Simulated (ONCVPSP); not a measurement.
An all-electron radial function and its pseudo partner (cadmium)

Columns: radius, all-electron u(r) and pseudo u(r) of the 4d shell (level -25.43 eV) of cadmium in the configuration [Ar] 3d10 4s2 4p6 4d10 5s0.5; PW91, scalar-relativistic, ONCV scheme, ONCVPSP 4.0.1.

| r (bohr) | all-electron | pseudo |
| --- | --- | --- |
| 0.080 | -0.1669 | 0.0030 |
| 0.160 | -0.4311 | 0.0227 |
| 0.240 | -0.4732 | 0.0710 |
| 0.320 | -0.3117 | 0.1532 |
| 0.400 | -0.0536 | 0.2671 |
| 0.480 | 0.2191 | 0.4053 |
| 0.560 | 0.4608 | 0.5553 |
| 0.640 | 0.6531 | 0.7003 |
| 0.720 | 0.7926 | 0.8224 |
| 0.800 | 0.8836 | 0.9083 |
| 0.880 | 0.9341 | 0.9539 |
| 0.960 | 0.9528 | 0.9650 |
| 1.040 | 0.9480 | 0.9528 |
| 1.120 | 0.9264 | 0.9273 |
| 1.200 | 0.8934 | 0.8934 |
| 1.280 | 0.8532 | 0.8531 |
| 1.360 | 0.8086 | 0.8085 |
| 1.440 | 0.7618 | 0.7617 |
| 1.520 | 0.7144 | 0.7144 |
| 1.600 | 0.6675 | 0.6675 |
| 1.680 | 0.6219 | 0.6218 |
| 1.760 | 0.5778 | 0.5778 |
| 1.840 | 0.5358 | 0.5358 |
| 1.920 | 0.4960 | 0.4959 |
| 2.000 | 0.4585 | 0.4584 |
| 2.080 | 0.4232 | 0.4231 |

How many radial nodes do the two functions have?

The all-electron 4d function has n − l − 1 = 1; the pseudo-wave has 0, since the states of the same l below it are removed with the core.

At about which radius was the pseudo-wave matched?

1.25 bohr, where the columns begin to agree (steps of 0.08 bohr).

Is the pseudo-wave norm-conserving?

Yes: the ONCV scheme keeps the norm inside the radius equal to the all-electron one, which fixes the energy derivative of the logarithmic derivative at the level.
